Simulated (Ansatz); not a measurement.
Reactions of ClH$_{5}$Si$_{2}$ (`[SiH3][SiH2]Cl`).

Isolated molecules relaxed with PBE0-D4/def2-TZVP in Ansatz; ΔE leaves out vibrations. CBS: MP2 limit from def2 TZ/QZ plus the TZ coupled-cluster correction, frozen cores. This one scheme is used for every species, atoms too. DFT in def2-TZVPP. No spin–orbit coupling; open shells (•) take unrestricted orbitals. Spin–orbit coupling would lower the free atoms: a little for Cl, Si. Bonds to Ge, Se are less sure, by a few kJ/mol each and by 10 to 20 or more in all where they break to atoms, as the def2 sets lack core-valence functions. Scalar relativity is left out up to krypton. Each species was taken in one conformer, which may not be the lowest.

```
                                                                        reaction  ωB97M-V (kJ/mol)
                                           `[SiH3][SiH2]Cl` → Cl• + 5 H• + 2 Si•              2303
              `[SiH3][SiH2]Cl` + `N=C(N)[SeH]` → `N=C(N)[Se][SiH3]` + `[SiH3]Cl`               -64
`[SiH3][SiH2]Cl` + `CN(C)c1ccc(C#N)cc1` → `CN(C)[SiH]([SiH3])Cl` + `N#Cc1ccccc1`               -91
                                `[SiH3][SiH2]Cl` + `BN` → `BN[SiH2][SiH3]` + HCl                61
               `[SiH3][SiH2]Cl` + `CBC[SiH2]C` → `C[SiH2]C[SiH2]Cl` + `CB[SiH3]`                28
                           `[SiH3][SiH2]Cl` + `OBCl` → `[SiH3]OBCl` + `[SiH3]Cl`               -86
         `[SiH3][SiH2]Cl` + `S[Si](Cl)(Cl)Cl` → `Cl[SiH2]S[Si](Cl)(Cl)Cl` + SiH₄               -71
        `[SiH3][SiH2]Cl` + `[OH][GeH2][SH]` → `[SiH3][O][GeH2][SH]` + `[SiH3]Cl`              -103
                            `[SiH3][SiH2]Cl` + `OBCl` → `[SiH3][SiH2]OBCl` + HCl                18
                                        `[SiH3][SiH2]Cl` → `[SiH3]Cl` + `[SiH2]`               228
```

Give the CCSD(T)/CBS values in the same order. (Best estimate.)

Ansatz gave: 2307, -64, -94, 57, 29, -85, -68, -101, 15, 236 kJ/mol.

Largest T1 diagnostic: 0.014, for `[SiH2]`.
